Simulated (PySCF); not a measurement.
Shapes and spin states of CoFCl

All numbers come from PBE0 in PySCF with Co def2-TZVP, F def2-TZVP, Cl def2-TZVP; no relativity; density-fitted integrals.

Relaxations began from a few typed shapes and spin states; open shells are unrestricted. The search is not exhaustive: other isomers or separated fragments can lie lower, and high-lying points may rest on an excited occupation.

```csv
spin,group,bonds,angles,imaginary modes (cm⁻¹),ΔE (kJ/mol),ΔE with ZPE (kJ/mol)
quartet,C∞v,"Co–Cl 2.112 Å, Co–F 1.742 Å",Cl–Co–F 180.0°,none,0.0,0.0
broken-symmetry Ms = 1/2 (⟨S²⟩ 1.76),C∞v,"Co–Cl 2.092 Å, Co–F 1.727 Å",Cl–Co–F 180.0°,none,93.5,93.6
```

The lowest minimum found is the quartet C∞v: Co–Cl 2.112 Å, Co–F 1.742 Å; Cl–Co–F 180.0°.

Formally Co is in oxidation state +2, d7, with 3 unpaired electrons (the high-spin count). The Mulliken spin on Co is 2.84. The polar-tensor charge on Co, 1.33, is below the formal one.

For the lowest minimum: the spin densities have lower symmetry than the nuclear frame. Other spin states or occupations of the open shell can lie lower.

The electron or spin density has lower symmetry than the nuclear frame for the broken-symmetry Ms = 1/2 (⟨S²⟩ 1.76) C∞v at 93.5 kJ/mol.
